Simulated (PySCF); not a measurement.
Species: C₅H₁₁N₃Si.
Atom-mapped SMILES: `[CH3:1][CH2:2][CH2:3][n:4]1[cH:5][c:6]([SiH3:7])[n:8][n:9]1`

Cartesian coordinates in Å at the GFN2-xTB level; atoms count from 1:
```
atom  x, y, z in Å
C1    -2.252   -0.975   -0.631
C2    -2.375    0.511   -0.319
C3    -1.376    0.968    0.750
N4    -0.023    0.838    0.290
C5     0.846   -0.176    0.486
C6     1.979    0.174   -0.222
Si7    3.609   -0.719   -0.440
N8     1.717    1.374   -0.799
N9     0.538    1.755   -0.494
H10   -2.984   -1.263   -1.381
H11   -2.426   -1.571    0.264
H12   -1.263   -1.211   -1.018
H13   -2.204    1.094   -1.225
H14   -3.382    0.730    0.041
H15   -1.493    0.373    1.660
H16   -1.546    2.023    0.982
H17    0.617   -1.028    1.091
H18    4.613   -0.145    0.459
H19    3.368   -2.121   -0.072
H20    4.032   -0.621   -1.833
```

NICS is the negative of the GIAO shielding at a point without a nucleus: at the ring centre (0) and 1 Å above and below it (1); zz is the component along the ring normal. Level: GIAO PBE0/pcSseg-1 (PySCF, non-relativistic, gas phase) on the GFN2-xTB geometry, one conformer.

Ring bond lengths (Å), with Mayer bond orders in brackets: N4–C5 1.350 (1.16), C5–C6 1.381 (1.42), C6–N8 1.358 (1.29), N8–N9 1.275 (1.49), N9–N4 1.330 (1.16).

Q: Give the NICS values of each ring in ppm.

A: 
| ring | type | NICS(0) | NICS(1), two faces | NICS(1)zz, two faces | rms pucker (Å) | centre to ring atoms, mean (Å) |
| --- | --- | --- | --- | --- | --- | --- |
| N4–C5–C6–N8–N9 | 5-membered ring with 3 N; formal bonds all aromatic | -12.2 | -13.0 / -13.2 | -32.8 / -34.0 | 0.00 | 1.14 |

Q: What do they say, and how far can they be read as aromaticity?

A: 
- N4–C5–C6–N8–N9: mean NICS(1)zz -33.4 ppm, shielded, aromatic by this magnetic criterion (flat ring, no four-coordinate atom).

Q: How equal are the bonds by HOMA? HOMA = 1 − mean of α(R − Ropt)² over the ring bonds, with Krygowski's 1993 parameters (CC: Ropt 1.388 Å, α 257.7 Å⁻²; CN: Ropt 1.334 Å, α 93.52 Å⁻²; NN: Ropt 1.309 Å, α 130.33 Å⁻²).

A: 
- N4–C5–C6–N8–N9: HOMA 0.94; the largest term is that of N8–N9, α(R − Ropt)² = 0.15. The geometric and the magnetic index point the same way.

Q: At the first NICS(1) probe listed for ring N4–C5–C6–N8–N9, 1 Å off the ring, what do the in-plane components average?

A: The isotropic value is a third of the trace: (3 × -13.0 − (-32.8))/2 = -3.1 ppm.

Q: List the ring angles and the Hirshfeld charges of the ring atoms.

A: 
- N4–C5–C6–N8–N9: N4 109.4° (+0.049 e), C5 105.3° (-0.021 e), C6 106.5° (-0.097 e), N8 109.9° (-0.140 e), N9 108.9° (-0.077 e); sum 540.0° against 540° for a flat convex ring.

Q: How shielded are the nuclei of the rings and their hydrogens (means over atoms taken as equivalent)?

A: 
```
atoms                          environment  σ isotropic (ppm)  principal values of the symmetric part, first atom (ppm)
   N4                pyrrole-type nitrogen               -3.4                                       -159.7, 30.6, 118.8
   C5  aromatic CH next to a ring nitrogen               47.1                                        -43.3, 53.9, 130.7
   C6          substituted aromatic carbon               49.0                                        -20.9, 36.9, 130.9
   N8               pyridine-type nitrogen             -140.4                                     -402.5, -198.0, 179.3
   N9               pyridine-type nitrogen             -141.5                                     -390.9, -139.4, 105.7
  H17                    aromatic hydrogen              24.13                                          21.7, 22.3, 28.4
```
